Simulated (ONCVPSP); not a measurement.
Co: one change to an ONCV potential, before and after

ONCVPSP 4.0.1 input, shortened (lines: element, Z, core and valence counts, functional; n l f; lmax; l rc ep ncon nbas qcut; lloc lpopt rc5 dvloc0; l nproj debl; icmod fcfact rcfact), revPBE, scalar-relativistic:

```
  Co 27.00    3    4  -102130      upf
    1    0    2.00
    2    0    2.00
    2    1    6.00
    3    0    2.00
    3    1    6.00
    3    2    7.00
    4    0    0.50
    2
    0    1.30    0.00    4    8   11.70
    1    0.95    0.00    3    8   16.60
    2    1.40    0.00    4    8   11.10
    4    5    0.80    2.00
    0    2    1.10
    1    1    2.00
    2    2    2.20
    3    6.00    1.70
```

All-electron outer shells of the reference configuration (revPBE, scalar-relativistic, ld1.x):

```
shell  level (eV)  outermost node (bohr)  outermost maximum (bohr)
   2p     -783.40                      –                      0.17
   3s     -116.18                   0.31                      0.67
   3p      -79.38                   0.28                      0.68
   3d      -21.75                      –                      0.67
   4s      -16.58                   0.95                      2.15
```

Change: s: qcut 13.4; p: qcut 19.1; d: qcut 12.8.

Cutoffs: the cutoffs (Ha) at which the residual kinetic energy of the hardest occupied pseudo-wave falls to 1 and 0.1 mHa per electron; they do not see the model core or the augmentation charge, which bear on the density cutoff. Errors are all-electron minus pseudo energies relative to the spin-unpolarised reference configuration.

Q: What does the change do?

A: The potential gets harder (73 Ha and 92 Ha → 95 Ha and 117 Ha); the errors of the 4 common tests hardly move; neither file shows a bound ghost.

| quantity | base | changed |
| --- | --- | --- |
| cutoff, loose | 73 Ha | 95 Ha |
| cutoff, tight | 92 Ha | 117 Ha |
| loose cutoff by channel | s 39 Ha, p 73 Ha, d 50 Ha | s 50 Ha, p 95 Ha, d 57 Ha |
| bound ghosts | none | none |
| GHOST(+) flags under 300 eV | none | none |
| error for 3s2 3p6 3d7 4s2, meV [ΔE -16.23 eV] | +4.2 | +3.8 |
| error for 3s2 3p6 3d7 4s1, meV [ΔE -7.29 eV] | +1.0 | +1.0 |
| error for 3s2 3p6 3d7 4s0, meV [ΔE 9.33 eV] | -0.3 | -0.3 |
| error for 3s2 3p6 3d7.5 4s1.5, meV [ΔE -17.19 eV] | +1.0 | +1.0 |
| s: phases at 1.32 bohr within 0.05 rad from the reference energy up to (Ha; the scan ends near 5) | to the end of the scan | to the end of the scan |
| p: phases at 0.96 bohr within 0.05 rad from the reference energy up to (Ha; the scan ends near 5) | to the end of the scan | to the end of the scan |
| d: phases at 1.42 bohr within 0.05 rad from the reference energy up to (Ha; the scan ends near 5) | to the end of the scan | to the end of the scan |
| rms error of d²Exc/dni dnj with the model core, mHa | 3.53 | 3.13 |
